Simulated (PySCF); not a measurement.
# Frontier levels across methods

Species: C₄H₈BCl.
Numbering: `[BH2:1][CH2:2][C@@H:3]([Cl:4])[CH:5]=[CH2:6]` (hydrogens: H7, H8 on B1; H9, H10 on C2; H11 on C3; H12 on C5; H13, H14 on C6)

Cartesian coordinates in Å at the PBE0-D3(BJ)/def2-SVP level; atoms count from 1:
```xyz
14
C4H8BCl angstrom
B     -1.9878    0.6627    1.0241
C     -1.1695   -0.1510   -0.0231
C      0.2958   -0.3829    0.2962
Cl     1.0012   -1.5838   -0.8707
C      1.1029    0.8712    0.2260
C      1.7351    1.4140    1.2665
H     -1.5851    0.8223    2.1543
H     -3.0825    1.0844    0.7301
H     -1.7055   -1.1255   -0.0473
H     -1.2922    0.2416   -1.0472
H      0.4045   -0.8460    1.2873
H      1.1306    1.3581   -0.7564
H      1.7236    0.9393    2.2527
H      2.2869    2.3524    1.1705
```

Basis pcSseg-1 throughout (PySCF), one geometry. Geometry: PBE0-D3(BJ)/def2-SVP, one conformer, isolated molecule.

Question: How do the orbital energies, the gap and the dipole change with the method?

Answer: 
```
   method                    kind  HOMO (eV)  LUMO (eV)  gap (eV)  μ (D)  SCF cycles
     BLYP                     GGA      -6.49      -2.46      4.03   1.53          14
    B97-D                     GGA      -6.62      -2.39      4.23   1.63          14
     OPBE                     GGA      -6.66      -2.39      4.27   1.60          14
      PBE                     GGA      -6.67      -2.62      4.05   1.55          15
      KT3                     GGA      -6.69      -2.50      4.19   1.62          15
      KT2                     GGA      -6.71      -2.64      4.07   1.65          15
     BP86                     GGA      -6.77      -2.67      4.10   1.60          14
      LDA                     LDA      -6.84      -2.92      3.92   1.56          14
    B97-2           global hybrid      -7.61      -1.55      6.06   1.76          14
    B3LYP           global hybrid      -7.61      -1.81      5.80   1.70          14
     PBE0           global hybrid      -7.87      -1.59      6.29   1.75          14
 mPW1PW91           global hybrid      -7.89      -1.57      6.33   1.78          14
BHandHLYP           global hybrid      -8.85      -0.51      8.34   1.89          12
CAM-B3LYP  range-separated hybrid      -9.19      -0.46      8.73   1.77          12
  wB97X-D  range-separated hybrid      -9.74       0.34     10.08   1.86          13
       HF            Hartree–Fock     -10.32       2.06     12.38   2.15          10
  LC-wPBE  range-separated hybrid     -10.63       0.78     11.41   1.84          13
```

The HOMO spans 4.15 eV, from BLYP down to LC-wPBE, and the gap runs from 3.92 eV (LDA) to 12.38 eV (HF). Over the methods BLYP (0 %), B97-D (0 %), OPBE (0 %), PBE (0 %), KT3 (0 %), KT2 (0 %), BP86 (0 %), LDA (0 %), B97-2 (21 %), B3LYP (20 %), PBE0 (25 %), mPW1PW91 (25 %), BHandHLYP (50 %), HF (100 %), a straight line through the gap against the share of exact exchange rises by 0.83 eV for each 10 % (correlation coefficient 0.999). The dipole ranges from 1.53 D (BLYP) to 2.15 D (HF). This basis has no diffuse functions.
